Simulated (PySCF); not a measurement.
# Cost of excited-state runs on SMILES c1ccc(C2CC2)cc1, C9H10

Geometry (Å), atoms numbered from 1 in this order:
```xyz
19

C     2.7626   -0.0417   -0.1961
C     2.1708    1.0779   -0.7767
C     0.7864    1.2339   -0.7460
C    -0.0364    0.2785   -0.1368
C    -1.5087    0.4792   -0.1231
C    -2.3482    0.0496    1.0531
C    -2.4607   -0.6836   -0.2408
C     0.5732   -0.8434    0.4434
C     1.9558   -1.0019    0.4143
H     3.8476   -0.1669   -0.2184
H     2.7905    1.8383   -1.2585
H     0.3298    2.1157   -1.2040
H    -1.8251    1.4019   -0.6184
H    -3.1693    0.7027    1.3603
H    -1.8289   -0.4364    1.8841
H    -2.0204   -1.6822   -0.3141
H    -3.3611   -0.5473   -0.8456
H    -0.0389   -1.6093    0.9278
H     2.4080   -1.8847    0.8732
```

PySCF with density fitting, on 1 thread of an Intel Xeon Platinum 8488C, shared host. Command: `OMP_NUM_THREADS=1 python excited_run.py task.json out`

(1) How long does each of these runs take, and how much memory?
- first hyperpolarisability, CAM-B3LYP/aug-cc-pVDZ; usual settings
- excited states, CAM-B3LYP/aug-cc-pVDZ; Tamm-Dancoff; spin-orbit couplings; 6 states; 5 triplets; quadratic response for 4 states; IEF-PCM toluene
- excited states, CAM-B3LYP/aug-cc-pVDZ; Tamm-Dancoff; spin-orbit couplings; 6 states; 5 triplets; quadratic response for 4 states
- excited states, CAM-B3LYP/aug-cc-pVDZ; two-photon moments; 8 states; quadratic response for 6 states; 0 triplets

Results:

(1) 
```tsv
run	level	basis functions	wall time	peak memory (GiB)
first hyperpolarisability	CAM-B3LYP/aug-cc-pVDZ	297	75 s	1.3
excited states	CAM-B3LYP/aug-cc-pVDZ	297	85 s	1.3
excited states	CAM-B3LYP/aug-cc-pVDZ	297	92 s	1.3
excited states	CAM-B3LYP/aug-cc-pVDZ	297	120 s	1.3
```
Times from a shared host are rough.
